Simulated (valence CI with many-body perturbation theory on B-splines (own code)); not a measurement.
The numbers below are computed, except where a source is named.
## Hyperfine factors and g values of Hf39+

Level of theory: configuration interaction combined with many-body perturbation theory (CI+MBPT): five valence electrons over a frozen Dirac-Fock core [Ar] 3d10, a basis of 11 s, 11 p, 10 d, 8 f, 5 g, 2 h functions for each j, with the one-electron correlation potential Σ1 (screened to all orders), the two-electron term Σ2, the three-electron term Σ3, Breit, model QED; selected single and double excitations, second order for the rest, scaled by the run's own slope (own B-spline code, finite nucleus).

No measured spectrum was set against this ion. As an estimate, large intervals hold to a few tenths of a per cent, small ones and those within an open d or f shell to about a per cent. Among the levels kept, up to 2100 cm⁻¹ of a level comes from second order outside the variational space, and about a tenth of that is noise between levels of different J, which matters for small intervals.

A/g_I is the dipole constant over the nuclear g factor μ/I (μ in nuclear magnetons, uniformly magnetised nucleus), B/Q the quadrupole constant per barn. Both hold the static response of the core; the bare values leave it out. Large factors of s and p1/2 electrons are usually good to 5 to 10 %; those of open d and f shells near neutrality can be off by tens of per cent, and small factors of p3/2, d and f electrons come from cancelling terms and can be off by a factor of two or in sign, in half-filled shells by more. B is blank for J = 1/2, where it vanishes, and for nearly pure S terms. Energies count from the lowest level.

Levels are named by their leading jj configuration (3d3/2^4 stands for four electrons in 3d with j = 3/2), which in mixed levels can hold well under half, so a name can repeat and another be missing. Letters in brackets count levels of one name in rising energy.

| Level | E (cm⁻¹) | g | A/g_I (MHz) | A/g_I bare | B/Q (MHz/b) | B/Q bare |
| --- | --- | --- | --- | --- | --- | --- |
| (4s^2 4p1/2^2 4p3/2) J=3/2 | 0 | 1.370 | 49000 | 47000 | 93800 | 90600 |
| (4s^2 4p1/2 4p3/2^2) J=3/2 | 614980 | 1.453 | -22800 | -22500 | 12900 | 12400 |
| (4s^2 4p1/2 4p3/2^2) J=5/2 | 657280 | 1.196 | 126000 | 121000 | -234 | -212 |
| (4s^2 4p1/2 4p3/2^2) J=1/2 | 710420 | 0.660 | 424000 | 411000 |  |  |
| (4s^2 4p1/2^2 4d3/2) J=3/2 | 1182100 | 0.794 | 19700 | 19800 | 11500 | 11400 |
| (4s 4p1/2^2 4p3/2^2) J=5/2 | 1317000 | 1.393 | 180000 | 174000 | 4260 | 4240 |
| (4s^2 4p3/2^3) J=3/2 | 1332900 | 1.300 | 52400 | 50400 | -107000 | -103000 |
| (4s^2 4p1/2^2 4d5/2) J=5/2 | 1421800 | 1.293 | 125000 | 122000 | 40100 | 38900 |
| (4s 4p1/2^2 4p3/2^2) J=1/2 | 1479900 | 2.128 | 1240000 | 1200000 |  |  |
| (4s 4p1/2^2 4p3/2^2) J=3/2 | 1497500 | 1.166 | -171000 | -165000 | -22800 | -22000 |
| (4s^2 4p1/2 4p3/2 4d3/2) J=5/2 [a] | 1795000 | 0.964 | 96400 | 93500 | -14500 | -13800 |
| (4s^2 4p1/2 4p3/2 4d3/2) J=3/2 [a] | 1795600 | 0.919 | 83000 | 80800 | -60700 | -58700 |
| (4s^2 4p1/2 4p3/2 4d3/2) J=1/2 [a] | 1798800 | 0.219 | 154000 | 151000 |  |  |
| (4s^2 4p1/2 4p3/2 4d3/2) J=7/2 | 1837200 | 1.052 | 91700 | 89000 | 93100 | 90300 |
| (4s^2 4p1/2 4p3/2 4d5/2) J=3/2 [a] | 1922100 | 1.489 | 98900 | 96000 | -51400 | -49600 |
| (4s^2 4p1/2 4p3/2 4d5/2) J=7/2 [a] | 1935300 | 1.311 | -18800 | -17900 | 108000 | 105000 |
| (4s^2 4p1/2 4p3/2 4d3/2) J=5/2 [b] | 1947400 | 1.198 | 23500 | 23000 | 55600 | 53900 |
| (4s^2 4p1/2 4p3/2 4d3/2) J=3/2 [b] | 1957100 | 1.192 | 16400 | 15900 | 10700 | 10200 |
| (4s^2 4p1/2 4p3/2 4d5/2) J=5/2 [a] | 1959300 | 1.212 | 156000 | 152000 | -60400 | -58300 |
| (4s^2 4p1/2 4p3/2 4d3/2) J=1/2 [b] | 1962200 | 1.655 | 199000 | 192000 |  |  |
| (4s^2 4p1/2 4p3/2 4d5/2) J=9/2 | 1982000 | 1.197 | 68800 | 66800 | 96200 | 93300 |
| (4s^2 4p1/2 4p3/2 4d5/2) J=3/2 [b] | 2069900 | 1.182 | 49100 | 48100 | -35800 | -34600 |
| (4s^2 4p1/2 4p3/2 4d5/2) J=7/2 [b] | 2082700 | 1.107 | 78700 | 76400 | 14500 | 14300 |
| (4s^2 4p1/2 4p3/2 4d5/2) J=5/2 [b] | 2083900 | 1.207 | 13400 | 13200 | 7520 | 7540 |
| (4s^2 4p1/2 4p3/2 4d5/2) J=1/2 | 2088000 | 1.434 | -228000 | -219000 |  |  |
| (4s^2 4p1/2 4p3/2 4d5/2) J=3/2 [c] | 2115900 | 1.172 | 149000 | 145000 | -34200 | -33100 |
| (4s 4p1/2 4p3/2^3) J=5/2 | 2142000 | 1.259 | 247000 | 239000 | -94200 | -91100 |
| (4s 4p1/2 4p3/2^3) J=3/2 | 2207600 | 1.080 | 82500 | 79800 | 6040 | 5900 |
| (4s 4p1/2 4p3/2^3) J=1/2 | 2217800 | 1.211 | -294000 | -284000 |  |  |
| (4s 4p1/2^2 4p3/2 4d3/2) J=5/2 [a] | 2525800 | 1.285 | 196000 | 190000 | 32000 | 30900 |
| (4s 4p1/2^2 4p3/2 4d3/2) J=3/2 [a] | 2532600 | 1.351 | 164000 | 159000 | -4120 | -4150 |
| (4s 4p1/2^2 4p3/2 4d3/2) J=1/2 [a] | 2532900 | 2.545 | 698000 | 675000 |  |  |
| (4s 4p1/2^2 4p3/2 4d3/2) J=7/2 | 2550000 | 1.299 | 197000 | 191000 | 86900 | 84200 |
| (4s^2 4p3/2^2 4d3/2) J=3/2 [a] | 2561000 | 1.178 | 35900 | 34700 | -41900 | -40700 |
| (4s^2 4p3/2^2 4d3/2) J=1/2 | 2562600 | 1.562 | 68800 | 65000 |  |  |
| (4s^2 4p3/2^2 4d3/2) J=5/2 | 2567300 | 1.197 | 52700 | 51200 | -9850 | -9600 |
| (4s^2 4p3/2^2 4d3/2) J=7/2 | 2584200 | 1.175 | 39000 | 38000 | 20700 | 20200 |
| (4s^2 4p3/2^2 4d5/2) J=1/2 | 2613700 | 1.344 | 233000 | 226000 |  |  |
| (4s^2 4p3/2^2 4d5/2) J=7/2 | 2613900 | 1.178 | 29400 | 28500 | 8300 | 8310 |
| (4s^2 4p3/2^2 4d5/2) J=9/2 | 2619700 | 1.240 | 29100 | 28400 | 47700 | 46500 |

Q: Take the isotope of mass number 179, with I = 9/2, μ = -0.6389 μN and Q = 3.79 b. What is the hyperfine structure of (4s^2 4p1/2^2 4d3/2) J=3/2?

A: From the table A = -2790 MHz, B = 43500 MHz. Shifts from the centre of gravity in MHz: F = 3: 43000, F = 4: 2800, F = 5: -20200, F = 6: -7960.
